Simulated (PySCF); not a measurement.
SnHFBr2, SMILES [F][SnH]([Br])[Br].

Geometry: r2SCAN-D4/def2-SVP. The structure was generated by enumeration; whether it is a known compound was not checked. The def2 effective core potentials stand for the cores of Sn; spin–orbit coupling is left out.

Calculation: PBE0/def2-TZVP (PySCF).

Symmetry labels are those of the subgroup Cs that the program uses (full group Cs).

Computed valence orbital energies around the gap with their symmetry:
```json
[
 {"orbital": "HOMO−7", "symmetry": "A'", "energy (eV)": "-11.75"},
 {"orbital": "HOMO−6", "symmetry": "A\"", "energy (eV)": "-11.67"},
 {"orbital": "HOMO−5", "symmetry": "A'", "energy (eV)": "-10.53"},
 {"orbital": "HOMO−4", "symmetry": "A\"", "energy (eV)": "-10.39"},
 {"orbital": "HOMO−3", "symmetry": "A'", "energy (eV)": "-9.26"},
 {"orbital": "HOMO−2", "symmetry": "A'", "energy (eV)": "-9.07"},
 {"orbital": "HOMO−1", "symmetry": "A\"", "energy (eV)": "-9.04"},
 {"orbital": "HOMO", "symmetry": "A\"", "energy (eV)": "-8.90"},
 {"orbital": "LUMO", "symmetry": "A'", "energy (eV)": "-2.68"},
 {"orbital": "LUMO+1", "symmetry": "A'", "energy (eV)": "-0.85"},
 {"orbital": "LUMO+2", "symmetry": "A\"", "energy (eV)": "-0.61"},
 {"orbital": "LUMO+3", "symmetry": "A'", "energy (eV)": "1.05"}
]
```
